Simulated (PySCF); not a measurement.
C3H9FOSi, SMILES CO[Si@@H](C)CF.

Geometry optimised at PBE-D3(BJ)/def2-SVP. The structure was generated by enumeration; whether it is a known compound was not checked. The values are those of a single conformer.

These are PBE-D3(BJ)/def2-SVP (PySCF 2.14.0) values and carry that method's errors.

Frequencies are harmonic and unscaled.

Computed harmonic wavenumbers and intensities:
| mode | ν (cm⁻¹) | IR (km/mol) | moving atoms (share of kinetic energy) |
|---|---|---|---|
| 1 | 57 | 0.9 | H 50 %, C 36 % |
| 2 | 69 | 3.3 | H 36 %, F 31 %, C 25 %, Si 8 % |
| 3 | 84 | 0.6 | H 61 %, C 18 %, F 15 % |
| 4 | 123 | 4.5 | H 43 %, C 28 %, F 21 % |
| 5 | 152 | 1.3 | H 80 %, C 12 % |
| 6 | 171 | 3.6 | C 44 %, H 29 %, O 13 %, F 8 % |
| 7 | 224 | 10.4 | H 31 %, O 27 %, C 24 %, Si 16 % |
| 8 | 271 | 3.8 | F 25 %, O 20 %, C 20 %, H 20 %, Si 16 % |
| 9 | 335 | 4.6 | O 34 %, Si 24 %, H 17 %, F 17 % |
| 10 | 590 | 9.2 | H 91 % |
| 11 | 619 | 2.8 | C 54 %, H 26 %, Si 10 %, O 9 % |
| 12 | 691 | 8.7 | H 40 %, C 37 %, Si 18 % |
| 13 | 730 | 5.3 | H 46 %, Si 20 %, C 19 %, O 16 % |
| 14 | 743 | 39.8 | H 45 %, C 28 %, Si 24 % |
| 15 | 813 | 68.5 | H 56 %, C 25 %, Si 16 % |
| 16 | 851 | 171.8 | H 70 %, Si 16 %, C 11 % |
| 17 | 870 | 133.0 | H 71 %, Si 16 %, C 10 % |
| 18 | 1018 | 59.0 | C 52 %, F 41 % |
| 19 | 1119 | 153.8 | O 36 %, C 33 %, H 29 % |
| 20 | 1136 | 0.2 | H 76 %, C 19 % |
| 21 | 1171 | 102.9 | H 49 %, O 25 %, C 25 % |
| 22 | 1190 | 5.3 | H 90 % |
| 23 | 1213 | 40.6 | H 77 %, C 22 % |
| 24 | 1257 | 1.3 | H 74 %, C 24 % |
| 25 | 1377 | 3.0 | H 96 % |
| 26 | 1383 | 3.3 | H 96 % |
| 27 | 1404 | 3.7 | H 94 % |
| 28 | 1421 | 4.1 | H 96 % |
| 29 | 1424 | 4.1 | H 96 % |
| 30 | 1429 | 10.9 | H 89 %, C 10 % |
| 31 | 2195 | 123.0 | H 97 % |
| 32 | 2907 | 65.5 | H 97 % |
| 33 | 2942 | 25.1 | H 95 % |
| 34 | 2973 | 43.0 | H 91 %, C 9 % |
| 35 | 2977 | 7.4 | H 97 % |
| 36 | 3002 | 22.3 | H 90 %, C 10 % |
| 37 | 3031 | 31.6 | H 91 %, C 9 % |
| 38 | 3073 | 3.4 | H 91 %, C 9 % |
| 39 | 3086 | 1.8 | H 91 %, C 9 % |
